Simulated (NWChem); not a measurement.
# CH$_{6}$InNO; SMILES [CH3][In]([NH2])[OH]

```xyz
10

In     0.0141    -0.0187    -0.0231
C      0.1695    -2.1816     0.0561
H     -0.2379    -2.6121    -0.8784
H     -0.4122    -2.5620     0.9173
H      1.2304    -2.4739     0.1666
O     -1.7437     1.0083     0.0403
H     -2.5006     0.3931     0.0664
N      1.5072     1.3872     0.1078
H      1.2175     2.3230    -0.2008
H      2.3958     1.1591    -0.3521
```
Atoms are numbered in this order, from 1.

Computed with NWChem. Geometry: optimised at PBE-D3(BJ)/def2-SVP (def2 core potentials past Kr). No frequency run checked for a minimum.

### Question
Predict the results for B3LYP/3-21G, non-relativistic. Quantities: highest occupied level (eV); orbital gap (eV); dipole (D).

### Answer
The highest occupied level (eV) comes out as -5.77, the orbital gap (eV) is 5.15 and the dipole (D) comes out as 2.52.
